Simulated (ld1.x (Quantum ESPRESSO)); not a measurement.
Scattering properties, TM potential for cadmium

Cd, norm-conserving Troullier–Martins (Kleinman–Bylander form), made with ld1.x (Quantum ESPRESSO) 7.5 (PBE, fully relativistic). Core [Kr], reference 4d10 5s2 5p0. Waves: 5p (bound, empty): rc 3.70 bohr; 4d (bound): rc 1.85 bohr; 5s (bound): rc 1.80 bohr. Local part: the s channel. Core correction: none.

Open shells are filled in proportion to 2j + 1 (rel_dist='average').

The phase is arctan(r·u′/u) with u = r·R(r), unwrapped; energies in Ry, scanned from -3 to 5 Ry. A pole is an energy at which the radial function vanishes at the test radius. The pseudo phase is shifted by a multiple of π to meet the all-electron one at the reference energy, and phase errors are pseudo minus all-electron; the curves can meet again beyond the range given. Levels narrower than the energy grid can be missing from the lists of poles.

```tsv
channel	radius (bohr)	reference energy (Ry)	poles, all-electron	poles, pseudo	unbroken range about the reference energy with phases within 0.05 rad	phase error 1 Ry above the reference energy (rad)
s	4.00	-0.42	-0.15, 2.87	-0.15, 2.45, 4.76	below 0.8	-0.014
p1/2	4.00	-0.10	0.45, 3.57	0.45, 3.53	below 1.4	-0.006
p3/2	4.00	-0.08	0.52, 3.69	0.51, 3.50	below 1.4	-0.008
d3/2	4.00	-0.89	-0.88, 1.63	-0.88, 1.75	below 0.4	+0.009
d5/2	4.00	-0.84	-0.83, 1.65	-0.83, 1.77	below 0.4	+0.011
```

Phases in the s channel:

```csv
E (Ry),all-electron,pseudo
-3.00,1.417,1.417
-2.52,1.400,1.400
-2.04,1.376,1.376
-1.56,1.336,1.336
-1.08,1.246,1.245
-0.60,0.544,0.543
-0.12,-1.589,-1.589
0.36,-1.799,-1.804
0.84,-2.139,-2.196
1.32,-3.864,-4.067
1.80,-4.488,-4.549
2.28,-4.630,-4.680
2.76,-4.700,-4.771
3.24,-4.752,-4.943
3.72,-4.807,-7.324
4.20,-4.890,-7.761
4.68,-5.121,-7.844
```
